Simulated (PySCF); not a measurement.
BH, SMILES [BH] (connectivity only; charge and spin as stated), neutral, multiplicity 1.

Geometry optimised at PBE0-D3(BJ)/def2-TZVPD.

Two levels are set side by side: PBE/def2-TZVPD (PySCF) and CAM-B3LYP/def2-TZVPD (PySCF). Same geometry, gas phase. Differences are taken from unrounded values.

```csv
quantity,PBE
orbital gap (eV),2.04
highest occupied level (eV),-5.53
lowest empty level (eV),-3.49
dipole moment (D),1.51
mean polarisability (bohr³),23.8
```

Q: These are the PBE values. What does CAM-B3LYP give? (The exact figures need the calculation; the answer reports its results.)

A: 
| quantity | CAM-B3LYP | PBE minus CAM-B3LYP |
|---|---|---|
| orbital gap (eV) | 6.89 | -4.85 |
| highest occupied level (eV) | -8.09 | 2.56 |
| lowest empty level (eV) | -1.20 | -2.29 |
| dipole moment (D) | 1.60 | -0.09 |
| mean polarisability (bohr³) | 23.1 | 0.7 |

PBE's occupied levels lie high since its potential decays too fast outside the molecule; exact exchange lowers them and widens the gap. Differences between two approximate levels are no errors against the true value.

Rough cost on one machine, each run with all the roots and properties that it gave: CAM-B3LYP against PBE within a factor of 2.
